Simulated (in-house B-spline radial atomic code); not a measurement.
Response and correlation of P5+

Closed shell [He] 2s2 2p6. Computed with a B-spline radial code for spherical atoms: Dirac-Hartree-Fock, relativistic RPA (time-dependent Dirac-Hartree-Fock) for the response and second-order many-body perturbation theory for correlation, no-pair Dirac-Coulomb Hamiltonian, finite nucleus.

Command:
```bash
python run_mb.py task.json out
```
Settings (nuclear radius in fm, box in bohr, cutoff in hartree):
```
basis_form          2
Z                   15
core_configuration  [He] 2s2 2p6
rms_radius          3.1889
mass_number         31
speed_of_light      137.036
box_radius          10.732
lmax                7
intervals           63
virtual_cutoff      5625.0
```

Cost of the run: 1.3 s on 1 thread of Intel(R) Xeon(R) 6975P-C, with other jobs on the host.

```tsv
multipole (bohr³, bohr⁵, bohr⁷)	uncoupled	coupled RPA
dipole	0.10059	0.10571
quadrupole	0.047092	0.053082
octupole	0.039159	?
```

**Question.** What is the coupled octupole polarisability?

**Answer.** 0.043879 atomic units, +12 % against the uncoupled value.

**Question.** Which subshells carry the dipole polarisability?

**Answer.** 2p3/2 60.9 %, 2p1/2 30.0 %, 2s1/2 9.0 %.

**Question.** What does the dipole shielding factor come to?

**Answer.** The dipole shielding factor is 0.667, against the exact N/Z = 10/15 = 0.667 of the non-relativistic theorem.

Dipole polarisability at imaginary frequency:

```tsv
u (Eh)	α(iu) (bohr³)
0	0.1057
0.294	0.1055
0.735	0.1046
1.47	0.1013
2.2	0.09645
2.94	0.09041
4.41	0.07723
5.88	0.06471
7.35	0.05397
10.3	0.03806
14.7	0.02407
22	0.01309
29.4	0.008091
44.1	0.003967
73.5	0.001556
147	0.0004225
```

**Question.** What dispersion coefficients follow for two such ions (the dispersion part alone)?

**Answer.** C6 = (3/π)∫α(iu)²du = 0.06371 hartree·bohr⁶ and C8 = 0.1663 hartree·bohr⁸.

Lowest J = 1 odd-parity excitations:

```json
{"energy (eV)": "136.71", "oscillator strength": "0.027", "leading channel": "2p3/2 → s1/2", "weight": "0.659"}
{"energy (eV)": "138.17", "oscillator strength": "0.223", "leading channel": "2p1/2 → s1/2", "weight": "0.658"}
{"energy (eV)": "163.32", "oscillator strength": "0.00308", "leading channel": "2p3/2 → d3/2", "weight": "0.615"}
{"energy (eV)": "165.5", "oscillator strength": "0.0885", "leading channel": "2p3/2 → d3/2", "weight": "0.361"}
{"energy (eV)": "167.2", "oscillator strength": "1.29", "leading channel": "2p1/2 → d3/2", "weight": "0.577"}
{"energy (eV)": "180", "oscillator strength": "0.0199", "leading channel": "2p3/2 → s1/2", "weight": "0.942"}
{"energy (eV)": "180.93", "oscillator strength": "0.0271", "leading channel": "2p1/2 → s1/2", "weight": "0.941"}
{"energy (eV)": "189.49", "oscillator strength": "0.00295", "leading channel": "2p3/2 → d3/2", "weight": "0.69"}
```

Second-order correlation energy by the highest angular momentum of the excited pair (hartree): s -0.01879, p -0.1425, d -0.1549, f -0.04413, g -0.01733, h -0.006646, i -0.003082, k -0.001604.

**Question.** What is the second-order correlation energy at the partial-wave limit?

**Answer.** The listed waves sum to -0.38898 hartree; extrapolating the increments as (l + 1/2)⁻⁴ gives -0.39226 hartree, -1.07 eV per electron.
